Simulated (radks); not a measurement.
Species: W+. Configuration: [Kr] 4d10 4f14 5s2 5p5.75 5d4 6s1 7s0.25 (fractional occupations, a model configuration). Calculated with a radial shooting solver on a logarithmic mesh with Libxc functionals: Dirac Kohn-Sham, BLYP, spin-unpolarised, spherical densities, finite nucleus; open shells are shared between the two j in proportion to 2j + 1; Fermi nuclear charge, rms radius 5.3658 fm.

X-ray form factor f0, the Fourier transform of the density (f0(0) = 73):

| sin(theta)/lambda (1/angstrom) | f0 (electrons) |
|---|---|
| 0.05 | 71.900 |
| 0.1 | 69.354 |
| 0.15 | 66.070 |
| 0.2 | 62.484 |
| 0.25 | 58.905 |
| 0.3 | 55.460 |
| 0.4 | 49.135 |
| 0.5 | 43.637 |
| 0.6 | 38.917 |
| 0.8 | 31.315 |
| 1 | 25.600 |
| 1.25 | 20.635 |
| 1.5 | 17.506 |
| 2 | 13.867 |
